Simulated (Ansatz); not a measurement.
Relaxation of FGeH₄O₃ (9 atoms, charge 0, multiplicity 2), to a largest force component of 0.03 eV/Å in at most 50 steps.

Theory: Ansatz 0.2.0, UKS PBE0/def2-SVP.

```xyz
9
Properties=species:S:1:pos:R:3
Ge -0.013 -0.011 -0.083
F -0.016 -0.017 1.625
O 1.635 -0.001 -0.651
H 1.971 -0.900 -0.750
O -0.816 1.434 -0.639
H -1.734 1.247 -0.868
O -0.856 -1.471 -0.579
H -1.264 -1.928 0.166
H 0.000 -0.001 3.755
```

**Question.** Where does it end, and by what steps?

**Answer.** The forces met the threshold. The force dipped under the threshold on the way, but the program's further checks kept it going. After 31 steps the energy has fallen by 0.129 eV; H4 moved furthest, 0.74 Å.

| step | energy less start (eV) | largest force component (eV/Å) | accepted |
| --- | --- | --- | --- |
| 0 | 0.0000 | 0.813 | yes |
| 2 | -0.0667 | 0.078 | yes |
| 4 | -0.0731 | 0.900 | no |
| 6 | -0.0891 | 0.054 | yes |
| 8 | -0.0929 | 0.017 | yes |
| 10 | -0.0933 | 0.055 | yes |
| 12 | -0.0935 | 0.012 | yes |
| 14 | -0.0939 | 0.073 | yes |
| 16 | -0.0939 | 0.224 | no |
| 18 | -0.0956 | 0.062 | yes |
| 20 | -0.0983 | 0.093 | yes |
| 22 | -0.1003 | 0.078 | yes |
| 24 | -0.1048 | 0.225 | yes |
| 26 | -0.1184 | 0.167 | yes |
| 28 | -0.1283 | 0.029 | yes |
| 30 | -0.1284 | 0.030 | yes |
| 31 | -0.1285 | 0.028 | yes |

```xyz
9
Properties=species:S:1:pos:R:3
Ge -0.100 -0.153 -0.214
F 0.233 -0.017 1.481
O 1.406 -0.617 -0.967
H 2.172 -0.223 -0.535
O -0.677 1.383 -0.801
H -1.633 1.475 -0.715
O -1.340 -1.352 -0.479
H -1.056 -2.248 -0.270
H -0.099 0.103 4.476
```

Run time: 73 s on 4 threads of Arm Neoverse V2 (shared host), peak memory 0.36 GiB.
